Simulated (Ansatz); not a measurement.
Species: H10OSi4, SMILES `[SiH2]([SiH2][SiH2]O)[SiH3]` (charge 0, multiplicity 1), formula H₁₀OSi₄.

**Question.** How many basis functions does frozen-core CCSD(T)/cc-pVTZ // PBE0-D3(BJ)/def2-TZVP in Ansatz (a first-principles code) use, how many core orbitals are frozen, and how many electrons are correlated?

**Answer.** 306 basis functions and 21 frozen orbitals, which leaves 32 correlated electrons. Core time is of the order of minutes.
